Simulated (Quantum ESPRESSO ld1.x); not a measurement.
ld1.x (Quantum ESPRESSO 7.5) input

```
 &input
    atom='Pt',
    iswitch=1,
    rel=1,
    dft='PBE',
    config='[Xe] 4f14 5d8.5 6p0.5',
    verbosity='high',
    prefix='ld1',
    max_out_wfc=37,
    file_charge='ld1.rho',
 /
```

Command: `OMP_NUM_THREADS=1 ld1.x < ld1.in > ld1.out`

It prints:

```
     Program LD1 v.7.5 starts

     --------------------------- All-electron run ----------------------------

     scalar relativistic calculation

     atomic number is 78.00
     dft =PBE   lsd =0 sic =0 latt =0  beta=0.20 tr2=1.0E-14
     Exchange-correlation= PBE
                           (   1   4   3   4   0   0   0)
     mesh =2121 r(mesh) =  99.81228 a.u. xmin = -8.00 dx = 0.00800
     1 Ry =  13.60569312 eV, c = 137.03599908

     n l     nl                  e(Ry)          e(Ha)          e(eV)
     1 0     1S 1( 2.00)   -5765.962790636   -2882.981395318 -78449.9202880
     2 0     2S 1( 2.00)   -1013.551461927    -506.775730964 -13790.0701553
     2 1     2P 1( 6.00)    -878.358133955    -439.179066977 -11950.6712227
     3 0     3S 1( 2.00)    -238.673864289    -119.336932145  -3247.3233540
     3 1     3P 1( 6.00)    -199.311561393     -99.655780696  -2711.7719402
     4 0     4S 1( 2.00)     -51.901774381     -25.950887191   -706.1596148
     4 1     4P 1( 6.00)     -38.996082258     -19.498041129   -530.5687282
     3 2     3D 1(10.00)    -156.669108408     -78.334554204  -2131.5918109
     5 0     5S 1( 2.00)      -8.264710395      -4.132355197   -112.4471134
     5 1     5P 1( 6.00)      -4.895919889      -2.447959944    -66.6123836
     4 2     4D 1(10.00)     -23.333298164     -11.666649082   -317.4656944
     4 3     4F 1(14.00)      -5.931989121      -2.965994560    -80.7088236
     5 2     5D 1( 8.50)      -1.190406605      -0.595203303    -16.1963070
     6 1     6P 1( 0.50)      -0.547145868      -0.273572934     -7.4442988

     final scf error:  9.7E-15 reached in  27 iterations

     Etot =  -36826.060163 Ry,  -18413.030081 Ha, -501044.073504 eV

     Ekin =   41082.394595 Ry,   20541.197298 Ha,  558954.453620 eV
     Encl =  -91465.732240 Ry,  -45732.866120 Ha,-1244454.684126 eV
     Eh   =   14264.996089 Ry,    7132.498044 Ha,  194085.159186 eV
     Exc  =    -707.718607 Ry,    -353.859303 Ha,   -9629.002184 eV

     normalization and overlap integrals

     s(1S/1S) =  1.000000  <r> =   0.0171  <r2> =    0.0004  r(max) =   0.0106
     s(1S/2S) = -0.036260
     s(1S/3S) = -0.015899
     s(1S/4S) = -0.007832
     s(1S/5S) = -0.003442
     s(2S/2S) =  1.000000  <r> =   0.0723  <r2> =    0.0062  r(max) =   0.0610
     s(2S/3S) = -0.010212
     s(2S/4S) = -0.004795
     s(2S/5S) = -0.002087
     s(2P/2P) =  1.000000  <r> =   0.0652  <r2> =    0.0052  r(max) =   0.0508
     s(2P/3P) = -0.008002
     s(2P/4P) = -0.003558
     s(2P/5P) = -0.001413
     s(2P/6P) = -0.000368
     s(3S/3S) =  1.000000  <r> =   0.1871  <r2> =    0.0400  r(max) =   0.1726
     s(3S/4S) = -0.003491
     s(3S/5S) = -0.001468
     s(3P/3P) =  1.000000  <r> =   0.1882  <r2> =    0.0411  r(max) =   0.1712
     s(3P/4P) = -0.002932
     s(3P/5P) = -0.001126
     s(3P/6P) = -0.000292
     s(4S/4S) =  1.000000  <r> =   0.4150  <r2> =    0.1944  r(max) =   0.3904
     s(4S/5S) = -0.001029
     s(4P/4P) =  1.000000  <r> =   0.4419  <r2> =    0.2219  r(max) =   0.4095
     s(4P/5P) = -0.000801
     s(4P/6P) = -0.000205
     s(3D/3D) =  1.000000  <r> =   0.1704  <r2> =    0.0340  r(max) =   0.1402
     s(3D/4D) = -0.002136
     s(3D/5D) = -0.000585
     s(5S/5S) =  1.000000  <r> =   0.9522  <r2> =    1.0176  r(max) =   0.8687
     s(5P/5P) =  1.000000  <r> =   1.1027  <r2> =    1.3762  r(max) =   0.9795
     s(5P/6P) = -0.000110
     s(4D/4D) =  1.000000  <r> =   0.4682  <r2> =    0.2534  r(max) =   0.4195
     s(4D/5D) = -0.000455
     s(4F/4F) =  1.000000  <r> =   0.5161  <r2> =    0.3246  r(max) =   0.3842
     s(5D/5D) =  1.000000  <r> =   1.6108  <r2> =    3.0791  r(max) =   1.2552
     s(6P/6P) =  1.000000  <r> =   3.6278  <r2> =   15.0280  r(max) =   3.0261

     ------------------------ End of All-electron run ------------------------
```

Run on one thread of a shared host, so times are rough (Intel(R) Xeon(R) Processor @ 2.60GHz): 0.54 s of CPU time, 1.7 s wall, 27 iterations on 2121 mesh points.
